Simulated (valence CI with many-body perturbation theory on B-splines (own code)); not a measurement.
The numbers below are computed, except where a source is named.
# Level structure of Eu³²⁺

Method: relativistic CI+MBPT: three valence electrons over a frozen Dirac-Fock core [Ar] 3d10, radial functions for each j: 11 s, 11 p, 10 d, 8 f, 5 g, 2 h, with the one-electron correlation potential Σ1, the two-electron term Σ2, the three-electron term Σ3, Breit, model QED; selected CI, second order for the rest, scaled by the run's own slope (own B-spline code, finite nucleus).

The last digits are not significant, and no measured levels were compared; by estimate large intervals hold to a few tenths of a per cent, small ones and those within an open d or f shell to about a per cent.

Levels 136 to 179 of 179, with energies above the lowest level, (4s^2 4p1/2) J=1/2. "Leading %" is the weight of the configuration and term that name the level; weights of strongly mixed levels are sums over their largest components and can fall short. In the jj column 3d3/2^4 stands for four electrons in 3d with j = 3/2.

| No. | Configuration | Term | J | E (eV) | Leading % | Leading jj | Second component |
| --- | --- | --- | --- | --- | --- | --- | --- |
| 136 | 4p²4f | ²F° | 7/2 | 483.08 | 39 | 4p1/2 4p3/2 4f7/2 (44 %) | 15 % 4p²4f ⁴F° |
| 137 | 4p²4f | ²D° | 5/2 | 483.64 | 37 | 4p1/2 4p3/2 4f7/2 (50 %) | 36 % 4p²4f ⁴D° |
| 138 | 4p²4f | ⁴D° | 3/2 | 483.95 | 36 | 4p1/2 4p3/2 4f5/2 (73 %) | 27 % 4p²4f ²D° |
| 139 | 4p²4f | ²P° | 1/2 | 484.60 | 46 | 4p1/2 4p3/2 4f5/2 (85 %) | 42 % 4p²4f ⁴D° |
| 140 | 4p4d² | ²P° | 1/2 | 488.85 | 76 | 4p1/2 4d5/2^2 (85 %) | 14 % 4p4d² ⁴D° |
| 141 | 4p²4f | ²F° | 5/2 | 490.85 | 47 | 4p1/2 4p3/2 4f7/2 (72 %) | 14 % 4p²4f ²D° |
| 142 | 4p²4f | ²G° | 9/2 | 491.10 | 36 | 4p1/2 4p3/2 4f5/2 (35 %) | 28 % 4p4d² ²H° |
| 143 | 4p²4f | ²D° | 3/2 | 492.63 | 45 | 4p1/2 4p3/2 4f7/2 (67 %) | 26 % 4p²4f ²P° |
| 144 | 4p4d² | ²G° | 7/2 | 494.80 | 25 | 4p1/2 4p3/2 4f7/2 (28 %) | 18 % 4p²4f ²F° |
| 145 | 4s²5s | ²S | 1/2 | 499.53 | 98 | 4s^2 5s (98 %) |  |
| 146 | 4p4d² | ²D° | 3/2 | 502.42 | 36 | 4p3/2 4d3/2^2 (75 %) | 23 % 4p4d² ⁴F° |
| 147 | 4p4d² | ⁴G° | 9/2 | 503.15 | 41 | 4p3/2 4d3/2 4d5/2 (87 %) | 23 % 4p4d² ⁴F° |
| 148 | 4p4d² | ²F° | 7/2 | 503.50 | 45 | 4p3/2 4d3/2 4d5/2 (59 %) | 12 % 4p4d² ⁴D° |
| 149 | 4p4d² | ⁴G° | 11/2 | 503.64 | 87 | 4p3/2 4d5/2^2 (63 %) | 6 % 4p²4f ²H° |
| 150 | 4p4d² | ⁴F° | 5/2 | 503.73 | 31 | 4p3/2 4d3/2^2 (65 %) | 21 % 4p4d² ²F° |
| 151 | 4p4d² | ⁴F° | 7/2 | 504.10 | 34 | 4p3/2 4d3/2 4d5/2 (40 %) | 15 % 4p4d² ⁴G° |
| 152 | 4p4d² | ⁴D° | 1/2 | 505.38 | 65 | 4p3/2 4d3/2^2 (78 %) | 9 % 4p4d² ²P° |
| 153 | 4p4d² | ⁴D° | 5/2 | 505.46 | 34 | 4p3/2 4d3/2 4d5/2 (70 %) | 22 % 4p4d² ²D° |
| 154 | 4p4d² | ⁴D° | 3/2 | 506.74 | 48 | 4p3/2 4d3/2^2 (42 %) | 14 % 4p4d² ²D° |
| 155 | 4p4d² | ²F° | 5/2 | 507.64 | 27 | 4p3/2 4d3/2 4d5/2 (63 %) | 23 % 4p4d² ⁴D° |
| 156 | 4p4d² | ²G° | 9/2 | 507.92 | 35 | 4p3/2^2 4f5/2 (32 %) | 15 % 4p²4f ²H° |
| 157 | 4p4d² | ²S° | 1/2 | 508.54 | 43 | 4p3/2 4d3/2 4d5/2 (91 %) | 28 % 4p4d² ⁴P° |
| 158 | 4p4d² | ⁴D° | 7/2 | 508.79 | 46 | 4p3/2 4d3/2 4d5/2 (51 %) | 12 % 4p4d² ²F° |
| 159 | 4p4d² | ²H° | 11/2 | 509.28 | 64 | 4p3/2 4d3/2 4d5/2 (49 %) | 26 % 4p²4f ⁴G° |
| 160 | 4p4d² | ⁴S° | 3/2 | 510.58 | 22 | 4p3/2 4d3/2 4d5/2 (40 %) | 21 % 4p4d² ²P° |
| 161 | 4p4d² | ²G° | 7/2 | 511.63 | 26 | 4p3/2 4d3/2 4d5/2 (61 %) | 19 % 4p4d² ⁴F° |
| 162 | 4p4d² | ⁴P° | 5/2 | 512.14 | 44 | 4p3/2 4d5/2^2 (55 %) | 19 % 4p4d² ²D° |
| 163 | 4p4d² | ²F° | 7/2 | 514.22 | 32 | 4p3/2 4d5/2^2 (54 %) | 16 % 4p4d² ⁴D° |
| 164 | 4p4d² | ²D° | 5/2 | 514.76 | 45 | 4p3/2 4d3/2 4d5/2 (60 %) | 23 % 4s4d4f ²D° |
| 165 | 4p4d² | ⁴F° | 9/2 | 515.54 | 31 | 4p3/2 4d5/2^2 (52 %) | 26 % 4p4d² ²G° |
| 166 | 4p4d² | ²D° | 3/2 | 515.54 | 24 | 4p3/2 4d3/2 4d5/2 (70 %) | 24 % 4p4d² ⁴S° |
| 167 | 4p²4f | ⁴F° | 7/2 | 517.05 | 12 | 4p3/2 4d5/2^2 (34 %) | 11 % 4p4d² ²F° |
| 168 | 4s4d4f | ⁴H° | 7/2 | 517.82 | 84 | 4s 4d3/2 4f5/2 (76 %) |  |
| 169 | 4p4d² | ²P° | 1/2 | 518.20 | 48 | 4p3/2 4d5/2^2 (50 %) | 26 % 4p²4f ⁴D° |
| 170 | 4p4d² | ²F° | 5/2 | 518.86 | 58 | 4p3/2 4d3/2 4d5/2 (55 %) | 17 % 4p²4f ²F° |
| 171 | 4s4d4f | ⁴F° | 3/2 | 519.31 | 38 | 4s 4d3/2 4f5/2 (48 %) | 14 % 4p4d² ²D° |
| 172 | 4s4d4f | ⁴H° | 9/2 | 519.66 | 42 | 4p3/2^2 4f7/2 (30 %) | 17 % 4p²4f ⁴F° |
| 173 | 4s4d4f | ⁴H° | 9/2 | 520.32 | 51 | 4p3/2^2 4f7/2 (33 %) | 18 % 4p²4f ⁴F° |
| 174 | 4p4d² | ²D° | 3/2 | 520.37 | 22 | 4p3/2 4d3/2 4d5/2 (48 %) | 12 % 4s4d4f ²D° |
| 175 | 4s4d4f | ⁴F° | 5/2 | 521.70 | 37 | 4p3/2^2 4f5/2 (33 %) | 10 % 4p²4f ⁴F° |
| 176 | 4s4d4f | ⁴H° | 11/2 | 521.99 | 58 | 4s 4d3/2 4f7/2 (52 %) | 13 % 4p²4f ⁴G° |
| 177 | 4s4d4f | ⁴F° | 5/2 | 523.32 | 47 | 4s 4d3/2 4f5/2 (28 %) | 10 % 4s4d4f ⁴G° |
| 178 | 4s4d4f | ⁴F° | 3/2 | 523.56 | 52 | 4s 4d3/2 4f5/2 (26 %) | 17 % 4p²4f ²D° |
| 179 | 4p4d² | ²F° | 7/2 | 523.72 | 10 | 4p3/2^2 4f5/2 (29 %) | 10 % 4p²4f ⁴F° |

Where two levels of one J and parity lie close, their mixing, g and order are uncertain.
